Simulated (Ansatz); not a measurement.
`[OH][Al]([OH])[CH]1B[SiH2]1`, relaxed with RKS PBE0-D4/def2-TZVP in the Gaussian-basis code of Ansatz from a PBE-D4/def2-SVP geometry. The force threshold is 0.005 eV/Å; the program also tests the step.

Charge 0, multiplicity 1.

Start:

```xyz
12

O     2.280   -0.539   -0.413
Al    0.810   -0.282    0.450
O     0.516   -0.810    2.061
C    -0.300    1.180   -0.278
B    -1.743    1.313   -0.005
Si   -1.342   -0.295   -1.055
H     3.035   -1.009   -0.027
H     0.984   -1.550    2.477
H     0.425    1.965   -0.574
H    -2.605    2.114    0.260
H    -1.364   -0.579   -2.530
H    -0.696   -1.509   -0.367
```

```
         step  energy (eV)  largest force (eV/Å)  largest move (Å)
            1  -20371.5370                 0.656             0.000
            2  -20371.5864                 0.227             0.035
            3  -20371.5988                 0.085             0.025
            4  -20371.6002                 0.060             0.011
 5 (rejected)  -20371.5998                 0.133             0.023
            6  -20371.6012                 0.022             0.011
            7  -20371.6016                 0.020             0.021
            8  -20371.6017                 0.021             0.015
            9  -20371.6018                 0.010             0.006
10 (rejected)  -20371.6018                 0.013             0.004
           11  -20371.6018                 0.002             0.002
```

End:

```xyz
12

O     2.274   -0.534   -0.358
Al    0.812   -0.261    0.457
O     0.494   -0.795    2.035
C    -0.297    1.164   -0.314
B    -1.724    1.274    0.005
Si   -1.305   -0.281   -1.071
H     3.001   -1.039    0.001
H     0.983   -1.485    2.479
H     0.404    1.949   -0.602
H    -2.549    2.062    0.324
H    -1.421   -0.549   -2.526
H    -0.673   -1.504   -0.431
```

It took 67 s on 4 threads of a server CPU on a shared host, with 0.72 GiB of host memory at the peak.
